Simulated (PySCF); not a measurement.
A structure optimised at PBE-D3(BJ)/def2-SVP, used in a PySCF frequency run:

```
Zr
Br 1 2.4556
Br 1 2.4556 2 129.64
```
Charge 0, spin multiplicity 1.

Question: Write its SMILES, formula and point group.

Answer: [Br][Zr][Br], Br2Zr, C2v

Question: What are its rotational constants (standard atomic weights)?

Answer: 7.9724, 0.64039, 0.59278 GHz
